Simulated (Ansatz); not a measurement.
Species: SeCl$_{2}$, charge 0, multiplicity 1. 
Structure (B3LYP-D3(BJ)/def2-TZVP (Ansatz, an electronic-structure program) minimum search):
SMILES: Cl[Se]Cl
```xyz
3

Se    -0.0048    -0.0006     0.6866
Cl     1.1124     1.2742    -0.6777
Cl    -1.1027    -1.2730    -0.6955
```
Charge 0, spin multiplicity 1.

Wanted: vertical electron affinity (to the doublet state of charge -1; a negative value means that the extra electron is unbound and the number depends on the basis; each state is the SCF solution reached for its spin), in eV. Cores are frozen in the correlated levels unless marked. Open shells are spin-unrestricted. No spin-orbit coupling. Frozen are the shells of the preceding noble gas and the d and f shells that filled before the atom's block. No relativistic terms. Anions need diffuse functions: def2-D sets add few. CBS(X,Y): correlation extrapolated as X^-3; Hartree-Fock from the larger set. [CCSD(T)-MP2]/basis is that difference in the basis named.

```csv
level,program,vertical electron affinity (eV)
SVWN5/def2-TZVPD,Ansatz,1.17
B3LYP/def2-TZVPD,Ansatz,1.05
PBE0/def2-TZVPD,Ansatz,1.00
CAM-B3LYP/def2-TZVPD,Ansatz,1.03
wB97X/def2-TZVPD,Ansatz,0.89
MP2/def2-SVPD,Ansatz,0.83
MP2/def2-TZVPPD,Ansatz,0.81
"RI-MP2/CBS(def2-TZVPPD,def2-QZVPPD)",Ansatz,0.93
SCS-MP2/def2-SVPD,Ansatz,0.70
"RI-MP2/CBS(def2-TZVPPD,def2-QZVPPD)+[CCSD(T)-MP2]/def2-TZVPPD",Ansatz,0.86
```
